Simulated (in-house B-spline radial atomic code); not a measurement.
Values are calculated unless marked as measured or tabulated.
# Two electrons in Si: a Gaussian well −V exp(−r²/w²) with V = 118 meV and w = 18.4 nm

For Si the NSM archive of the Ioffe Institute lists m_l = 0.98 m0, m_t = 0.19 m0 and ε = 11.7; the model takes one isotropic valley with the conductivity mass 3/(1/m_l + 2/m_t) = 0.26 m0, and so misses anisotropy and the other valleys. All triplets below are those of one valley; with several valleys two electrons can form a triplet in the 1s orbital itself, at an energy set by the valley splitting.

Effective-mass model with parabolic bands, a uniform dielectric constant, no image charges, no central-cell or spin-orbit terms. Two-electron levels come from full CI in B-splines with partial waves to l = 5 (up to 0.001 effective hartree above the limit).

**Question.** What are the effective units, and what is the potential in them?

**Answer.** Ha* = 27211.386 meV × 0.26/11.7² = 51.68 meV and a* = 0.0529177 nm × 11.7/0.26 = 2.381 nm. V = 2.29 Ha* and w = 7.71 a*.

In these units the lowest s and p orbitals lie at -1.889618 and -1.633774, and their Coulomb and exchange integrals are J_ss = 0.404973, J_sp = 0.333234 and K_sp = 0.0657. Full CI gives -3.435379 for the ground singlet, -3.272467 for the sp triplet, -3.185459 for the sp singlet and -3.046308 for the lowest triplet of two s orbitals.

**Question.** What does it cost to add the second electron, to first order and exactly?

**Answer.** To first order E = 2ε_s + J_ss = -3.374262, so the charging energy E(2) − 2E(1) is J_ss = 20.93 meV. CI gives -3.435379 − 2 × (-1.889618) = 0.343857, or 17.77 meV: relaxation and correlation lower it by 3.159 meV, 15.1 % of J_ss. The s² configuration of one-electron orbitals holds 91.2 % of the state, and the mean radius is 6.03 nm. The second electron is bound by ε_s − E = 79.89 meV, against 97.66 meV for the first.

**Question.** How far above the singlet do the triplets lie?

**Answer.** To first order the sp triplet lies at ε_s + ε_p + J_sp − K_sp = -3.255855, which is 6.12 meV above 2ε_s + J_ss. CI gives -3.272467 − (-3.435379) = 0.162912, or 8.42 meV, 64 % of the orbital spacing of 13.22 meV. The ss triplet lies 20.11 meV up, so the lower of the two is the sp one, and its gap equals k_BT at 97.7 K. The sp singlet-triplet splitting is 4.497 meV, against 2K_sp = 6.791 meV.
